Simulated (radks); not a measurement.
Polarisability of the zinc ion Zn+, [Ar] 3d10 4s1, at imaginary frequency. Method: non-relativistic Kohn-Sham, LDA (Slater exchange, Perdew-Wang correlation), spin-polarised, spherical densities, point nucleus; open shells are filled with parallel spins first; computed with a radial shooting solver on a logarithmic mesh with Libxc functionals. Response by self-consistent Sternheimer equations with the Hartree and adiabatic LDA kernel.

w (hartree)  alpha1(iw) (bohr^3)  alpha2(iw) (bohr^5)
0.00266                    16.98                71.16
0.0143                     16.94                71.09
0.0360                     16.69                70.70
0.0697                     15.94                69.48
0.118                      14.35                66.57
0.186                      11.86                60.96
0.280                      8.962                51.97
0.413                      6.328                40.19
0.605                      4.299                27.77
0.892                      2.853                17.17
1.35                       1.839                9.583
2.12                       1.112                4.807
3.59                      0.5893                2.086
6.94                      0.2393               0.6979
17.5                     0.05494               0.1320

Static values: alpha1 = 16.99 bohr^3 (2.517 angstrom^3; uncoupled 24.04), alpha2 = 71.16 bohr^5, alpha3 = 649.8 bohr^7. C6 = 70.92, C8 = 1783, triple-dipole C9 = 819.5 atomic units. One-pole (London) frequency 4 C6 / (3 alpha1^2) = 0.328 hartree, against 0.532 for minus the highest occupied eigenvalue. The dipole shielding factor is 0.967, as the force sum rule N/Z = 0.967 demands.
